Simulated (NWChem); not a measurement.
# Relativistic effects in HISSe

```
Se
S 1 2.1773
H 2 1.3559 1 98.18
I 1 2.5571 2 105.17 3 87.28
```
Charge 0, spin multiplicity 1.

The numbers come from NWChem runs, not from measurements. The geometry was optimised at PBE0/def2-SVP with def2 effective core potentials on I, a minimum by its harmonic frequencies. It is one conformer; others weren't searched.

Functional PBE, all-electron basis x2c-SVPall-2c, contracted for the X2C Hamiltonian and used here with ZORA. The ion keeps the geometry and has multiplicity 2 in the scalar run; the spin-orbit run starts from the same electron counts.

The cost column gives rough processor time relative to scalar ZORA; each entry includes its own SCF.

The structure started from a generated list of species. The stability of the SCF solutions was not checked.

```
Hamiltonian      ΔSCF ionisation energy (eV)  HOMO (eV)  LUMO (eV)  gap (eV)  relative cost
---------------  ---------------------------  ---------  ---------  --------  -------------
scalar ZORA                             8.49      -5.51      -3.55      1.97              1
spin-orbit ZORA                         8.43      -5.46      -3.51      1.95        under 3
```

From scalar ZORA to spin-orbit ZORA the ionisation energy decreases by 0.06 eV.
